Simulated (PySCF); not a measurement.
**Atomic charges by several schemes**

Compound: C6H18N2Si.
Geometry (GFN2-xTB, Å), atoms numbered from 1 in this order:
```
atom  x, y, z in Å
C1     3.572   -0.648   -0.956
C2     2.597    0.515   -0.832
C3     1.878    0.510    0.517
N4     1.033   -0.675    0.636
N5    -0.104   -0.599   -0.213
Si6   -1.688   -0.068    0.239
C7    -2.673    0.011   -1.383
C8    -1.581    1.646    1.071
C9    -2.556   -1.251    1.469
H10    4.003   -0.683   -1.954
H11    4.380   -0.546   -0.234
H12    3.055   -1.584   -0.761
H13    3.129    1.462   -0.945
H14    1.847    0.455   -1.622
H15    2.612    0.466    1.325
H16    1.294    1.437    0.619
H17    0.720   -0.770    1.599
H18    0.008   -1.237   -0.989
H19   -2.223    0.695   -2.094
H20   -2.738   -0.963   -1.857
H21   -3.685    0.349   -1.194
H22   -0.965    1.616    1.966
H23   -2.566    1.992    1.370
H24   -1.160    2.393    0.405
H25   -2.657   -2.248    1.049
H26   -1.999   -1.346    2.398
H27   -3.552   -0.903    1.725
```

Density: PBE0/pcSseg-1 (PySCF); schemes: Mulliken, IAO, Hirshfeld and ESP-fitted. The structure is a single GFN2-xTB conformer in the gas phase; no vibrational or solvent corrections.

Task: Atoms with like bonding are taken together and averaged. Do the Mulliken, IAO, Hirshfeld and ESP-fitted schemes agree on where the charge is highest?

Result: All schemes agree: Mulliken Si6 (+1.000); IAO Si6 (+1.168); Hirshfeld Si6 (+0.432); ESP-fitted Si6 (+1.120).

Task: Do the Mulliken, IAO, Hirshfeld and ESP-fitted schemes agree on where the charge is lowest?

Result: All schemes agree: Mulliken C7/C8/C9 (-0.628); IAO C7/C8/C9 (-0.735); Hirshfeld C7/C8/C9 (-0.222); ESP-fitted C7/C8/C9 (-0.753).

Task: For which atoms does the sign change between the 4 schemes (beyond +0.03 e in one, beyond −0.03 e in another)?

Result: C2.

Task: Give the atomic charges in each scheme.

Result: In e; atoms taken as equivalent share a row and are averaged (×n: the atom named and its like, n in all):

```csv
atom,environment,Mulliken,IAO,Hirshfeld,ESP-fitted
C1,methyl carbon,-0.276,-0.421,-0.125,-0.256
C2,chain CH2 carbon,-0.267,-0.253,-0.074,+0.228
C3,sp3 carbon bound to nitrogen,-0.055,-0.143,-0.033,-0.032
N4,hydrazine nitrogen,-0.319,-0.322,-0.113,-0.550
N5,hydrazine nitrogen,-0.533,-0.602,-0.203,-0.730
Si6,four-coordinate silicon,+1.000,+1.168,+0.432,+1.120
C7/C8/C9,Si-methyl carbon,-0.628,-0.735,-0.222,-0.753
H10/H11/H12,methyl hydrogen,+0.109,+0.138,+0.034,+0.058
H13/H14,methylene hydrogen,+0.113,+0.132,+0.033,-0.027
H15/H16,methylene hydrogen,+0.106,+0.118,+0.032,+0.055
H17,N–H hydrogen,+0.175,+0.236,+0.103,+0.361
H18,N–H hydrogen,+0.204,+0.262,+0.107,+0.404
H19 (×9),methyl hydrogen,+0.132,+0.152,+0.038,+0.165
```

Mean size of the charges over all atoms: IAO 0.292 e, ESP-fitted 0.287 e, Mulliken 0.247 e, Hirshfeld 0.090 e. Each set sums to the total charge, 0, to within 0.001 e. The Mulliken scheme counts on each atom the diagonal of the density matrix times the overlap matrix over that atom's basis functions. The ESP scheme fits charges at the nuclei, held to the total charge, to the electrostatic potential on points at 1.4 to 2.0 times the van der Waals radii.

Some averages cover members that differ in this geometry: C7/C8/C9, ESP-fitted -0.782 to -0.719; H15/H16, ESP-fitted +0.027 to +0.083; H19 (×9), ESP-fitted +0.147 to +0.180; H13/H14, ESP-fitted -0.043 to -0.011 e.

Task: How closely do the schemes follow one another over all atoms?

Result: Correlation coefficient and root-mean-square difference: Mulliken with IAO 1.00, 0.064 e; IAO with Hirshfeld 0.99, 0.265 e; Mulliken with Hirshfeld 0.99, 0.208 e; Hirshfeld with ESP-fitted 0.95, 0.286 e; IAO with ESP-fitted 0.95, 0.131 e; Mulliken with ESP-fitted 0.95, 0.141 e.

Task: Sum the charges by element, for elements with more than one atom.

Result: 
```tsv
element	atoms	Mulliken	IAO	Hirshfeld	ESP-fitted
C	6	-2.481	-3.022	-0.898	-2.317
N	2	-0.852	-0.924	-0.316	-1.280
H	18	+2.333	+2.777	+0.783	+2.477
```

These values come from a run that also computed NMR shieldings. Hardware: an Arm Neoverse V1 with one thread (shared host). Cost: 63 s.
